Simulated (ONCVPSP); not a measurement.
# Before and after: ONCV potential for magnesium

ONCVPSP 4.0.1 input, shortened (lines: element, Z, core and valence counts, functional; n l f; lmax; l rc ep ncon nbas qcut; lloc lpopt rc5 dvloc0; l nproj debl; icmod fcfact rcfact), PBEsol, fully relativistic:

```
  Mg 12.00    2    2  -116133      upf
    1    0    2.00
    2    0    2.00
    2    1    6.00
    3    0    2.00
    2
    0    2.65    0.00    3    6    2.40
    1    0.95    0.00    4    8   18.40
    2    2.25    0.36    4    8    4.60
    4    2    0.70    6.00
    0    2    2.70
    1    3    2.40
    2    2    3.30
    1    0.20    0.00
```

Open shells are filled in proportion to 2j + 1.

All-electron outer shells of the reference configuration (PBEsol, scalar-relativistic, ld1.x):

| shell | level (eV) | outermost node (bohr) | outermost maximum (bohr) |
| --- | --- | --- | --- |
| 2s | -79.59 | 0.18 | 0.55 |
| 2p | -46.55 | – | 0.48 |
| 3s | -4.68 | 0.90 | 2.56 |

Change: functional PBE.

Cutoffs: the cutoffs (Ha) at which the residual kinetic energy of the hardest occupied pseudo-wave falls to 1 and 0.1 mHa per electron; they do not see the model core or the augmentation charge, which bear on the density cutoff. Errors are all-electron minus pseudo energies relative to the spin-unpolarised reference configuration.

Problem. Predict the effect on cutoff, ghosts and configuration errors.

Solution. The potential gets neither clearly harder nor softer (102 Ha and 119 Ha → 102 Ha and 119 Ha); of the 4 tests that both files solve, the error grows in 0 and shrinks in 2 by more than 15 % and 0.3 meV (median size 7.9 → 6.7 meV); neither file shows a bound ghost.

```csv
quantity,base,changed
"cutoff, loose",102 Ha,102 Ha
"cutoff, tight",119 Ha,119 Ha
loose cutoff by channel,"s 2.6 Ha, p 102 Ha","s 2.6 Ha, p 102 Ha"
bound ghosts,none,none
GHOST(+) flags under 300 eV,"s at 82.3 eV, d5/2 at 139.7 eV, d3/2 at 140.3 eV","s at 82.2 eV, d5/2 at 145.6 eV, d3/2 at 146.1 eV"
"error for 2p6 3s1, meV [ΔE 7.92 → 7.96 eV]",-7.1,-6.1
"error for 2p6 3s0, meV [ΔE 22.74 → 22.99 eV]",-71,-52
"error for 2p6 3s1.5, meV [ΔE 3.13 → 3.14 eV]",-0.8,-0.8
"error for 2p6 3s1 3p1, meV [ΔE 3.47 → 3.49 eV]",-8.6,-7.3
s: phases at 2.68 bohr within 0.05 rad from the reference energy up to (Ha; the scan ends near 5),1.5,1.5
p3/2: phases at 0.96 bohr within 0.05 rad from the reference energy up to (Ha; the scan ends near 5),to the end of the scan,to the end of the scan
p1/2: phases at 0.96 bohr within 0.05 rad from the reference energy up to (Ha; the scan ends near 5),to the end of the scan,to the end of the scan
d5/2: phases at 2.28 bohr within 0.05 rad from the reference energy up to (Ha; the scan ends near 5),2.8,3.0
d3/2: phases at 2.28 bohr within 0.05 rad from the reference energy up to (Ha; the scan ends near 5),2.8,3.0
"rms error of d²Exc/dni dnj with the model core, mHa",12.64,12.33
```
